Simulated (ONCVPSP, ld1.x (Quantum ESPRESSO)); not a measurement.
**Hardness and transferability of assorted potentials**

Generated with ld1.x 7.5 (TM, RRKJ, ultrasoft, PAW), atompaw 4.2 or ONCVPSP 4.0.1. The cutoff is in Ry: for ld1.x and atompaw files where the sum of valence levels is converged to 10 mRy in a Bessel basis, for ONCV files where the hardest occupied wave has 1 mHa per electron of residual kinetic energy. The error is the largest all-electron minus pseudo excitation energy over each file’s own four to seven test configurations (ionisations up to +4, promotions, holes and added fractions of an electron), all of which were solved. The labels leave out finer settings (local radius, basis sizes, second energies), which also bear on the numbers. Spin-polarised tests are not counted. The rows are a selection from randomly drawn settings: files with unsolved tests, undetermined cutoffs or missed reference levels are left out.

A true bound ghost makes a file unfit for plane-wave use even where its test errors are small: the radial tests pick states by their node count and pass the ghost by.

| element | potential | cutoff (Ry) | largest error (meV) | bound ghosts |
| --- | --- | --- | --- | --- |
| Cr | TM semilocal, PBE, scalar-relativistic, rc 2.65/3.60/1.25 (spd), local p, core correction yes, reference 3d4 4s2 4p0 | 120 | -1698 | none |
| Mn | ONCV, Wu-Cohen, fully relativistic, rc 1.30/1.25/2.00 (spd), local smoothed, core correction yes, reference 3s2 3p6 3d5 4s2, qcut 10.6/10.5/9.5, projectors 3/2/2 | 71 | +618 | none |
| Pm | ONCV, revPBE, scalar-relativistic, rc 1.90/2.05/2.25 (spd), local smoothed, core correction yes, reference 5s2 5p6 5d1 6s2, qcut 5.1/6.2/4.1, projectors 2/1/1 | 27 | -86 | none |
| Pt | ONCV, PBE, scalar-relativistic, rc 1.20/1.50/2.10/0.65 (spdf), local f, core correction no, reference 4f14 5s2 5p6 5d9 6p1, qcut 8.4/7.6/7.4/21.4, projectors 2/2/2/0 | 645 | -149 | s, p |
| Pb | ONCV, PBE, scalar-relativistic, rc 1.50/1.35/1.20 (spd), local smoothed, core correction yes, reference 5s2 5p6 5d10 6s2 6p2, qcut 10.4/10.3/8.8, projectors 2/2/2 | 77 | -23 | s |

Q: Fill in the row for Cd: ONCV, PBE, scalar-relativistic, rc 1.25/1.45/1.40 (spd), local smoothed, core correction no, reference 4s2 4p6 4d10 5s2, qcut 7.6/10.8/9, projectors 2/2/1.

A: cutoff 171 Ry, largest error -6.7 meV, bound ghosts: none.

Q: Fill in the row for Si: ONCV, revPBE, scalar-relativistic, rc 1.15/1.10 (sp), local smoothed, core correction no, reference 2s2 2p6 3s2 3p0.5, qcut 12.6/12.6, projectors 2/2.

A: cutoff 131 Ry, largest error +2.8 meV, bound ghosts: none.

Q: Fill in the row for Sr: ONCV, LDA (Perdew-Wang 92), scalar-relativistic, rc 2.05/1.50/1.90/1.95 (spdf), local smoothed, core correction yes, reference 4s2 4p6 5s2, qcut 5.6/5/5.4/5.7, projectors 2/2/2/2.

A: cutoff 64 Ry, largest error -115 meV, bound ghosts: none.
